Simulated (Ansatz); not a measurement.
Ansatz results at the PBE0-D4/def2-TZVP geometry: HOMO energy (ωB97M-V/def2-TZVPP) -9.94 eV; size of the dipole moment (PBE/def2-TZVPP) 1.49 D; size of the dipole moment (ωB97M-V/def2-TZVPP) 1.62 D.

Each molecule was computed in one conformer, which needn't be the lowest.

(1) Which molecule gave them?
A. `OC1=CC=N1`
B. `FC[SiH2][SnH3]`
C. `C=C1NCO1`
D. `F[CH2][SnH2][SiH3]`

## Answers

(1) B. The others give `OC1=CC=N1`: -8.09, 0.50, 0.41; `C=C1NCO1`: -8.29, 2.52, 2.55; `F[CH2][SnH2][SiH3]`: -9.83, 1.17, 1.31.
